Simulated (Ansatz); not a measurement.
System: YF2, net charge 1, singlet state. 
Geometry from a B3LYP-D3(BJ)/def2-TZVP (Ansatz, a quantum-chemistry and plane-wave program) optimisation:
SMILES: [F][Y+][F]
```xyz
3

Y      0.2843     0.1704     0.0739
F     -0.9981     0.7358    -1.2388
F     -0.2337    -1.4744     0.9186
```
Charge +1, spin multiplicity 1.

Problem. Give the harmonic wavenumbers at B3LYP-D3(BJ)/def2-TZVP (Ansatz, finite differences of forces, unscaled).

Solution. 148, 671, 679 cm⁻¹. Zero-point energy 2.1 kcal/mol.

Problem. From these and the geometry, give the ideal-gas thermochemistry at 298.15 K and 1 atm (rigid rotor, harmonic oscillator).

Solution. Point group C2v, rotational symmetry number 2. Rotational constants 16.42, 5.255, 3.981 GHz. S(trans) 40.43, S(rot) 22.97, S(vib) 3.37, S(elec, spin only) 0.00, S 66.8 cal/(mol K). H(298) - H(0) 2.93 kcal/mol; G - E(el) -14.8 kcal/mol.
